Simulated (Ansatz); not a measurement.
Ansatz (a first-principles code) job for C₃H₂F₃, SMILES F/C=C/[C](F)F, multiplicity 2, r2SCAN-D4/def2-SVP. 

Ansatz 0.2 input:
```yaml
crystal:
  periodic: [false, false, false]
  atoms:
    - {symbol: F, position_ang: [-0.18878916, 2.64441649, 0.00000000]}
    - {symbol: C, position_ang: [0.33605658, 1.41794070, -0.00000000]}
    - {symbol: C, position_ang: [-0.49281206, 0.32485734, -0.00000000]}
    - {symbol: C, position_ang: [-0.05895283, -0.96975701, -0.00000000]}
    - {symbol: F, position_ang: [-0.86530723, -2.02146810, 0.00000000]}
    - {symbol: F, position_ang: [1.21445866, -1.34747185, 0.00000000]}
    - {symbol: H, position_ang: [1.41265025, 1.40426455, -0.00000000]}
    - {symbol: H, position_ang: [-1.56166083, 0.47820038, 0.00000001]}
basis:
  gaussian:
    orbitals: def2-SVP
hamiltonian:
  xc: r2scan
  dispersion: d4
magnetization: {spin_polarized: true, initial_magnetization: 1}
relax: {f_tol: 0.002, max_steps: 200}
```

It prints:

```
WARN ansatz: RAYON_NUM_THREADS=2 ignored (pool sized by the plan → 2); use --threads N
Functional definition: r2SCAN
integrals: 0.04 GiB planned
1034 factors; their error is unknown
mean field: 0.34 GiB planned
mean field evaluation 1: about -11273.3032 eV, gradient 3.2e1 eV
mean field evaluation 2: about -11266.9420 eV, gradient 4.5e1 eV
mean field evaluation 4: about -11278.0583 eV, gradient 3.3e0 eV
mean field evaluation 8: about -11278.1349 eV, gradient 1.0e-1 eV
mean field evaluation 16: about -11278.0722 eV, gradient 1.5e-3 eV
mean field -11278.07215664 eV, -414.4615072046 hartree, gradient 7.2e-5 eV, S^2 0.784664; 0 other end points of the search recorded, 0 dependent functions left out
the calculation of the forces begins
reference -11278.07216290 eV, -414.4615074346 hartree; 24, 23 occupied and 70, 71 virtual orbitals, 1034 factors
relax step   1: F+E_penalty+E_count = -11278.10412659 eV  Δ(F+E_penalty+E_count) = +0.000e0 eV  max|allowed force component| = 9.286e-1 eV/Å  Δτ_max = 0.0000 Å  (36 SCF iters, accepted)
these checks for a lower state are left out or cut short: starts, cluster_reference, orbital_swaps, neighbouring_geometries, increment
integrals: 0.04 GiB planned
1034 factors; their error is unknown
mean field: 0.34 GiB planned
mean field -11278.09057738 eV, -414.4621841545 hartree, gradient 2.4e-5 eV, S^2 0.785657; 0 other end points of the search recorded, 0 dependent functions left out
the calculation of the forces begins
reference -11278.09058367 eV, -414.4621843853 hartree; 24, 23 occupied and 70, 71 virtual orbitals, 1034 factors
relax step   2: F+E_penalty+E_count = -11278.12251681 eV  Δ(F+E_penalty+E_count) = -1.839e-2 eV  max|allowed force component| = 3.555e-1 eV/Å  Δτ_max = 0.0173 Å  (38 SCF iters, accepted)
these checks for a lower state are left out or cut short: starts, cluster_reference, orbital_swaps, neighbouring_geometries, increment
integrals: 0.04 GiB planned
1034 factors; their error is unknown
mean field: 0.34 GiB planned
mean field evaluation 32: about -11278.0930 eV, gradient 1.7e-1 eV
mean field -11278.09312504 eV, -414.4622777790 hartree, gradient 2.4e-5 eV, S^2 0.785979; 0 other end points of the search recorded, 0 dependent functions left out
the calculation of the forces begins
reference -11278.09313133 eV, -414.4622780103 hartree; 24, 23 occupied and 70, 71 virtual orbitals, 1034 factors
relax step   3: F+E_penalty+E_count = -11278.12506311 eV  Δ(F+E_penalty+E_count) = -2.546e-3 eV  max|allowed force component| = 3.282e-2 eV/Å  Δτ_max = 0.0071 Å  (39 SCF iters, accepted)
these checks for a lower state are left out or cut short: starts, cluster_reference, orbital_swaps, neighbouring_geometries, increment
integrals: 0.04 GiB planned
1034 factors; their error is unknown
mean field: 0.34 GiB planned
mean field -11278.09321838 eV, -414.4622812092 hartree, gradient 1.5e-5 eV, S^2 0.785999; 0 other end points of the search recorded, 0 dependent functions left out
the calculation of the forces begins
reference -11278.09322467 eV, -414.4622814406 hartree; 24, 23 occupied and 70, 71 virtual orbitals, 1034 factors
relax step   4: F+E_penalty+E_count = -11278.12515994 eV  Δ(F+E_penalty+E_count) = -9.683e-5 eV  max|allowed force component| = 1.719e-2 eV/Å  Δτ_max = 0.0028 Å  (30 SCF iters, accepted)
these checks for a lower state are left out or cut short: starts, cluster_reference, orbital_swaps, neighbouring_geometries, increment
integrals: 0.04 GiB planned
1034 factors; their error is unknown
mean field: 0.34 GiB planned
mean field -11278.09324489 eV, -414.4622821834 hartree, gradient 2.0e-5 eV, S^2 0.786008; 0 other end points of the search recorded, 0 dependent functions left out
the calculation of the forces begins
reference -11278.09325118 eV, -414.4622824149 hartree; 24, 23 occupied and 70, 71 virtual orbitals, 1034 factors
relax step   5: F+E_penalty+E_count = -11278.12519076 eV  Δ(F+E_penalty+E_count) = -3.082e-5 eV  max|allowed force component| = 1.450e-2 eV/Å  Δτ_max = 0.0038 Å  (30 SCF iters, accepted)
these checks for a lower state are left out or cut short: starts, cluster_reference, orbital_swaps, neighbouring_geometries, increment
integrals: 0.04 GiB planned
1034 factors; their error is unknown
mean field: 0.34 GiB planned
mean field -11278.09325380 eV, -414.4622825109 hartree, gradient 6.4e-5 eV, S^2 0.786006; 0 other end points of the search recorded, 0 dependent functions left out
the calculation of the forces begins
reference -11278.09326010 eV, -414.4622827424 hartree; 24, 23 occupied and 70, 71 virtual orbitals, 1034 factors
relax step   6: F+E_penalty+E_count = -11278.12520023 eV  Δ(F+E_penalty+E_count) = -9.466e-6 eV  max|allowed force component| = 1.925e-3 eV/Å  Δτ_max = 0.0012 Å  (26 SCF iters, accepted)
integrals: 0.04 GiB planned
1034 factors; their error is unknown
mean field: 0.34 GiB planned
mean field evaluation 64: about -11278.1516 eV, gradient 5.4e-1 eV
mean field -11278.09325380 eV, -414.4622825109 hartree, gradient 6.4e-5 eV, S^2 0.786006; 1 other end points of the search recorded, 0 dependent functions left out
the calculation of the forces begins
reference -11278.09326010 eV, -414.4622827424 hartree; 24, 23 occupied and 70, 71 virtual orbitals, 1034 factors
Total energy: -11278.12520653 eV, -414.4634567520 hartree
Atom 0 at    -0.190425     2.648518     0.000000 Å, force    -0.000394     0.000796    -0.000000 eV/Å
Atom 1 at     0.343843     1.423407     0.000000 Å, force     0.001925    -0.000773     0.000000 eV/Å
Atom 2 at    -0.498184     0.318745     0.000000 Å, force    -0.000764    -0.001499    -0.000000 eV/Å
Atom 3 at    -0.064790    -0.982669     0.000000 Å, force     0.001629     0.001659    -0.000000 eV/Å
Atom 4 at    -0.861166    -2.031502     0.000000 Å, force    -0.001079    -0.001139     0.000000 eV/Å
Atom 5 at     1.209872    -1.330756    -0.000000 Å, force    -0.000253    -0.000122     0.000000 eV/Å
Atom 6 at     1.435881     1.405299    -0.000000 Å, force    -0.000451     0.000697    -0.000000 eV/Å
Atom 7 at    -1.579387     0.479942     0.000000 Å, force    -0.000614     0.000381     0.000000 eV/Å
Dipole moment:     0.021062    -0.021056     0.000000 e Å
```

Self-consistency was reached.
